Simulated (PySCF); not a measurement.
This PySCF input asks for the NMR shieldings of `InChI=1S/C5H10OSi3/c1-2-5-3-4-8-9(5)6-7/h1,3-5,9H,8H2,7H3/t5-,9-/m1/s1`; the geometry comes from GFN2-xTB.

```python
import basis_set_exchange as bse
import numpy as np
from pyscf import gto, dft
from pyscf.prop import nmr

atoms = """
C    -1.014240    0.320361   -3.401889
C    -0.546076    0.009562   -2.344127
C    -0.036887   -0.378986   -1.049388
C    -0.931116   -1.463768   -0.506444
C    -1.684534   -1.330501    0.580971
Si   -1.598208    0.282889    1.558786
Si    0.037908    1.120435    0.177168
O     1.521161    1.155141    0.858864
Si    2.778992    0.535030    1.669030
H    -1.402000    0.600081   -4.335350
H     0.969092   -0.791598   -1.199474
H    -0.947588   -2.376682   -1.094778
H    -2.314370   -2.156624    0.883854
H    -1.296153   -0.003573    2.970866
H    -2.899224    0.966571    1.533707
H     0.022076    2.383618   -0.560346
H     3.302985   -0.602566    0.911674
H     3.733501    1.635812    1.747248
H     2.294878    0.104047    2.980437
"""
names = dict.fromkeys(["C", "Si", "O", "H"], "pcSseg-1")
basis = {el: gto.basis.parse(bse.get_basis(n, elements=[el], fmt="nwchem")) for el, n in names.items()}
mol = gto.M(atom=atoms, basis=basis, charge=0, verbose=0)
mf = dft.RKS(mol, xc="PBE0")
mf.grids.level = 2
mf.grids.alignment = dft.numint.BLKSIZE   # the property module wants whole blocks of grid points
mf.conv_tol = 1e-9
mf.kernel()

calc = nmr.RKS(mf)   # GIAO
C = mf.mo_coeff
Co = C[:, mf.mo_occ > 0]
resp = mf.gen_response(singlet=True, hermi=2)
def vind(x):   # induced exchange potential for any number of trial vectors
    d = np.einsum("pi,xij,qj->xpq", C, 2 * x.reshape(-1, C.shape[1], Co.shape[1]), Co, optimize=True)
    return np.einsum("xpq,pi,qj->xij", resp(d - d.transpose(0, 2, 1)), C, Co, optimize=True).ravel()
mo1, _ = nmr.rhf.solve_mo1(calc, with_cphf=vind)
sigma = calc.kernel(mo1)
for i, s in enumerate(sigma):   # ppm
    w = np.linalg.eigvalsh((s + s.T) / 2)
    print("%2d %-2s iso %8.1f  s11 %8.1f  s22 %8.1f  s33 %8.1f" % (i, mol.atom_pure_symbol(i), w.mean(), *w))
```

**Question.** What are the results?

**Answer.** 
```
 0 C  iso    109.7  s11     41.6  s22     43.7  s33    243.8
 1 C  iso    100.3  s11     -1.2  s22      6.0  s33    296.0
 2 C  iso    154.3  s11    146.3  s22    151.2  s33    165.3
 3 C  iso     26.5  s11    -96.4  s22     37.0  s33    138.9
 4 C  iso     54.5  s11    -50.5  s22     52.6  s33    161.5
 5 Si iso    435.1  s11    407.3  s22    416.0  s33    481.9
 6 Si iso    342.8  s11    306.6  s22    346.9  s33    374.9
 7 O  iso    320.1  s11    230.3  s22    339.2  s33    390.7
 8 Si iso    393.3  s11    354.6  s22    361.6  s33    463.8
 9 H  iso     30.1  s11     24.8  s22     25.1  s33     40.3
10 H  iso     28.5  s11     24.4  s22     27.5  s33     33.4
11 H  iso     24.6  s11     22.3  s22     24.3  s33     27.2
12 H  iso     25.4  s11     23.8  s22     25.3  s33     27.1
13 H  iso     27.4  s11     24.4  s22     25.0  s33     32.8
14 H  iso     27.6  s11     24.4  s22     25.0  s33     33.5
15 H  iso     26.0  s11     22.5  s22     25.3  s33     30.3
16 H  iso     26.7  s11     22.9  s22     25.8  s33     31.5
17 H  iso     26.6  s11     23.0  s22     24.7  s33     32.3
18 H  iso     26.7  s11     22.9  s22     25.6  s33     31.6
```

These numbers come from an equivalent density-fitted implementation of the same equations, which agrees with the script to about 0.01 ppm for H and up to a few tenths of a ppm for heavy atoms, so last digits may differ.

**Question.** Turn these shieldings into chemical shifts. Scale: $^{13}$C (186.93 ppm), $^{29}$Si (349.16 ppm), $^{1}$H (31.72 ppm) against TMS; $^{17}$O (336.08 ppm) against H2O (reference shieldings calculated alike).

**Answer.** Averaging equivalent atoms: C 3: 160.4; C 4: 132.4; C 1: 86.7; C 0: 77.2; C 2: 32.6; Si 6: 6.3; Si 8: -44.2; Si 5: -85.9; O 7: 16.0; H 11: 7.13; H 12: 6.35; H 15: 5.70; H 16/17/18: 5.03; H 13: 4.30; H 14: 4.09; H 10: 3.26; H 9: 1.64 ppm. Experimental scales use liquid or dissolved standards, which lie at an offset from isolated H2O (liquid H2O: subtract about 36 ppm).

Size and cost of the density-fitted run: 224 basis functions, 110 s wall time on 1 thread of an Arm Neoverse N1, shared host; peak memory 1 GiB.
